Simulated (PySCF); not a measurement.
# Dipole response of N (nitrogen, neutral)

[He] 2s2 2p3, high-spin 4S determinant. Calculation: PySCF 2.14, in aug-cc-pVTZ with one added diffuse shell each of s, p, d, f type (6s5p4d3f, 62 functions); the non-relativistic Hamiltonian (point nucleus). Coupled (time-dependent) response in atomic units; α is the mean over directions.

```csv
method,mean α (bohr³),C₆ (like pair),S(−4)
UHF,7.167,23.31,28.24
PBE,8.332,28.55,39.81
PBE0,7.785,26.27,32.63
B97-3,7.691,25.94,31.21
MN15,7.780,26.00,32.85
```

S(−4) is the Cauchy moment in α(ω) = α(0) + S(−4) ω² + …

Reference α: 7.4 ± 0.2 bohr³ (recommended; Schwerdtfeger and Nagle, table of static dipole polarizabilities (2023 update)). Published C₆: 24.20 (Chu and Dalgarno (2004); Tang, Norbeck and Certain (1976)).

α(iu) at PBE:

```csv
u (hartree),α(iu) (bohr³)
0,8.332
0.0500,8.235
0.100,7.961
0.200,7.085
0.300,6.089
0.500,4.407
0.750,3.033
1.00,2.188
1.50,1.280
2.00,0.8358
3.00,0.4351
5.00,0.1794
```
